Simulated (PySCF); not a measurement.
Record of a relaxation.

4-isopropylaniline, C9H13N.
SMILES with atom numbers: `[CH3:1][CH:2]([CH3:3])[c:4]1[cH:5][cH:6][c:7]([NH2:8])[cH:9][cH:10]1` (hydrogens: H11, H12, H13 on C1; H14 on C2; H15, H16, H17 on C3; H18 on C5; H19 on C6; H20, H21 on N8; H22 on C9; H23 on C10)

Method: PBE0-D3(BJ)/def2-SVP geometry optimisation, gas phase in PySCF; density fitting, grid level 2; the optimiser is geomeTRIC in internal coordinates, started from a GFN2-xTB structure. The frame can shift and turn from step to step; on so coarse a grid that alone can change the energy by a few meV, and forces under 0.02 eV/Å are noise.

Step 0: E = -11015.0284 eV, largest atomic force 0.639 eV/Å
```
atom  x, y, z in Å  |  force x, y, z in eV/Å
C1     -2.460    0.926   -0.625    0.199  -0.605  -0.047
C2     -1.763   -0.384   -0.250   -0.068   0.394   0.444
C3     -2.328   -0.942    1.058    0.169   0.030  -0.615
C4     -0.270   -0.186   -0.159   -0.513  -0.210  -0.198
C5      0.588   -0.865   -1.014    0.035   0.047   0.087
C6      1.956   -0.685   -0.953    0.057  -0.016   0.023
C7      2.512    0.194   -0.026    0.588   0.164  -0.092
N8      3.873    0.442   -0.014   -0.208   0.043  -0.062
C9      1.655    0.874    0.838    0.014  -0.002   0.045
C10     0.291    0.685    0.768    0.062  -0.067  -0.044
H11    -2.322    1.672    0.154    0.040   0.362   0.323
H12    -2.050    1.319   -1.553    0.118   0.222  -0.359
H13    -3.528    0.763   -0.759   -0.481   0.006  -0.049
H14    -1.961   -1.114   -1.044    0.010  -0.158  -0.178
H15    -3.392   -1.145    0.954   -0.463  -0.084   0.038
H16    -1.823   -1.869    1.324    0.160  -0.359   0.171
H17    -2.193   -0.233    1.871    0.043   0.283   0.389
H18     0.180   -1.552   -1.742   -0.194  -0.288  -0.306
H19     2.605   -1.223   -1.630    0.267  -0.225  -0.304
H20     4.243    0.831    0.839    0.138   0.017   0.131
H21     4.455   -0.267   -0.431    0.156  -0.101  -0.004
H22     2.071    1.558    1.565    0.160   0.302   0.300
H23    -0.345    1.229    1.451   -0.288   0.247   0.309
```

Step 1: E = -11015.0895 eV, largest atomic force 0.124 eV/Å
```
atom  x, y, z in Å  |  force x, y, z in eV/Å
C1     -2.553    1.017   -0.334   -0.015   0.087  -0.003
C2     -1.831   -0.270    0.060   -0.017  -0.082  -0.092
C3     -2.400   -0.848    1.353   -0.018  -0.013   0.085
C4     -0.333   -0.070    0.141    0.054   0.026   0.024
C5      0.542   -0.747   -0.712   -0.062  -0.064  -0.061
C6      1.919   -0.567   -0.651    0.070  -0.020  -0.062
C7      2.488    0.316    0.279   -0.022  -0.035   0.035
N8      3.850    0.541    0.316    0.059   0.006   0.000
C9      1.615    0.998    1.144    0.060   0.067   0.038
C10     0.242    0.806    1.070   -0.086   0.033   0.049
H11    -2.423    1.793    0.440   -0.012  -0.021  -0.037
H12    -2.159    1.422   -1.278   -0.009  -0.011   0.018
H13    -3.635    0.847   -0.456    0.025  -0.008   0.009
H14    -2.007   -1.010   -0.742    0.007   0.038   0.042
H15    -3.481   -1.046    1.258    0.025   0.009  -0.002
H16    -1.901   -1.791    1.625   -0.007   0.020  -0.009
H17    -2.266   -0.146    2.194   -0.008  -0.035  -0.026
H18     0.131   -1.443   -1.452    0.018   0.023   0.024
H19     2.570   -1.113   -1.341   -0.022   0.011   0.020
H20     4.221    0.912    1.182   -0.026  -0.008  -0.018
H21     4.435   -0.182   -0.083   -0.029   0.014   0.006
H22     2.028    1.695    1.881   -0.018  -0.022  -0.018
H23    -0.401    1.359    1.763    0.033  -0.018  -0.023
```

Step 2: E = -11015.0901 eV, largest atomic force 0.042 eV/Å
```
atom  x, y, z in Å  |  force x, y, z in eV/Å
C1     -2.555    1.016   -0.337   -0.002   0.009   0.006
C2     -1.828   -0.269    0.060   -0.013   0.010   0.007
C3     -2.398   -0.851    1.353   -0.006   0.004   0.011
C4     -0.331   -0.063    0.144   -0.021  -0.014  -0.017
C5      0.540   -0.743   -0.712    0.027   0.013   0.019
C6      1.918   -0.565   -0.651   -0.020   0.007   0.005
C7      2.486    0.316    0.282   -0.003  -0.021  -0.016
N8      3.850    0.536    0.315    0.028   0.027   0.015
C9      1.617    1.003    1.147    0.022  -0.002  -0.010
C10     0.243    0.814    1.074   -0.017  -0.026  -0.022
H11    -2.432    1.795    0.434    0.001  -0.003  -0.002
H12    -2.162    1.421   -1.281    0.000  -0.007  -0.002
H13    -3.636    0.839   -0.460   -0.001  -0.003   0.002
H14    -2.000   -1.009   -0.741    0.001   0.006   0.006
H15    -3.476   -1.053    1.256   -0.001   0.001  -0.002
H16    -1.894   -1.792    1.623    0.002   0.000  -0.006
H17    -2.268   -0.151    2.195    0.002  -0.001  -0.003
H18     0.127   -1.438   -1.450   -0.001   0.006   0.005
H19     2.568   -1.113   -1.340    0.002   0.003   0.004
H20     4.221    0.905    1.180    0.002   0.000   0.004
H21     4.429   -0.190   -0.084   -0.002  -0.004   0.002
H22     2.032    1.698    1.883    0.001  -0.003  -0.002
H23    -0.398    1.367    1.766    0.000  -0.002  -0.005
```

Step 3: E = -11015.0903 eV, largest atomic force 0.032 eV/Å
```
atom  x, y, z in Å  |  force x, y, z in eV/Å
C1     -2.557    1.018   -0.335    0.007  -0.019   0.003
C2     -1.831   -0.269    0.060    0.012   0.015   0.012
C3     -2.396   -0.850    1.356    0.005   0.004  -0.018
C4     -0.332   -0.067    0.138    0.010   0.009   0.006
C5      0.542   -0.745   -0.716   -0.004   0.009   0.016
C6      1.921   -0.566   -0.654   -0.001   0.013   0.019
C7      2.488    0.314    0.281   -0.027   0.014   0.005
N8      3.851    0.540    0.321   -0.007  -0.005  -0.023
C9      1.616    1.001    1.143   -0.022  -0.019  -0.014
C10     0.242    0.810    1.067    0.021  -0.004  -0.004
H11    -2.429    1.797    0.433    0.005   0.005   0.010
H12    -2.169    1.419   -1.282    0.002  -0.002  -0.008
H13    -3.638    0.842   -0.452   -0.008  -0.001  -0.001
H14    -2.009   -1.008   -0.740   -0.002  -0.012  -0.014
H15    -3.475   -1.049    1.263   -0.008  -0.002  -0.002
H16    -1.894   -1.792    1.622    0.003  -0.007  -0.001
H17    -2.261   -0.152    2.197    0.005   0.009   0.006
H18     0.132   -1.440   -1.455   -0.005  -0.009  -0.011
H19     2.572   -1.114   -1.341    0.005  -0.005  -0.007
H20     4.216    0.908    1.189    0.003   0.000   0.009
H21     4.434   -0.186   -0.075    0.012  -0.009  -0.002
H22     2.028    1.696    1.879    0.004   0.007   0.007
H23    -0.399    1.364    1.759   -0.009   0.009   0.009
```

Step 4: E = -11015.0904 eV, largest atomic force under 0.02 eV/Å
```
atom  x, y, z in Å  |  force x, y, z in eV/Å
C1     -2.557    1.017   -0.335   -0.001   0.002   0.000
C2     -1.830   -0.269    0.059    0.001  -0.001  -0.002
C3     -2.396   -0.851    1.355   -0.001  -0.002   0.002
C4     -0.332   -0.065    0.139    0.002   0.004   0.002
C5      0.542   -0.745   -0.714   -0.003  -0.004  -0.002
C6      1.920   -0.566   -0.652   -0.003   0.001   0.001
C7      2.487    0.315    0.281   -0.003  -0.003   0.000
N8      3.851    0.539    0.319    0.002   0.007  -0.003
C9      1.616    1.002    1.144    0.002   0.001   0.001
C10     0.242    0.811    1.069    0.001   0.001   0.000
H11    -2.429    1.796    0.434    0.001   0.000  -0.001
H12    -2.167    1.419   -1.282   -0.002  -0.001  -0.001
H13    -3.638    0.841   -0.453    0.000   0.000   0.001
H14    -2.006   -1.009   -0.741    0.002   0.000  -0.001
H15    -3.475   -1.050    1.260    0.000   0.000   0.000
H16    -1.894   -1.792    1.621   -0.001  -0.001   0.000
H17    -2.261   -0.152    2.196    0.001  -0.001   0.000
H18     0.131   -1.440   -1.453    0.000   0.000  -0.001
H19     2.571   -1.113   -1.340    0.000   0.000   0.000
H20     4.218    0.907    1.187    0.001  -0.001   0.002
H21     4.432   -0.188   -0.077   -0.001  -0.001   0.002
H22     2.028    1.698    1.880    0.000   0.000   0.000
H23    -0.400    1.365    1.760    0.001   0.001   0.000
```

Problem. Summarise the path.

Solution. The energy falls by 1.43 kcal/mol from step 0 to step 4; nine tenths of that is first reached at step 1. It falls at every step. The largest force goes from 0.639 to under 0.02 eV/Å. Among the bonds C1–H11 changes most (a near tie, within 0.001 Å, with another), from 1.087 to 1.102 Å; the atoms move by 0.038 Å rms after alignment.

Problem. Follow the three bonds and two angles with the largest change from start to end.

Solution. 
| step | E above end (kcal/mol) | largest force (eV/Å) | C1–H11 (Å) | C3–H17 (Å) | C1–H13 (Å) | C4–C2–H14 (°) | H20–N8–H21 (°) |
| --- | --- | --- | --- | --- | --- | --- | --- |
| 0 | 1.43 | 0.639 | 1.087 | 1.087 | 1.088 | 108.0 | 114.2 |
| 1 | 0.02 | 0.124 | 1.103 | 1.103 | 1.102 | 106.6 | 112.8 |
| 2 | 0.01 | 0.042 | 1.102 | 1.102 | 1.102 | 106.6 | 112.9 |
| 3 | 0.00 | 0.032 | 1.102 | 1.102 | 1.102 | 106.6 | 112.9 |
| 4 | 0.00 | under 0.02 | 1.102 | 1.102 | 1.102 | 106.6 | 112.9 |

What follows is the cost of the whole optimisation. Time: 2.0 min of wall time; peak memory 0.93 GiB. Hardware: Arm Neoverse V1, one thread, no GPU (shared host).
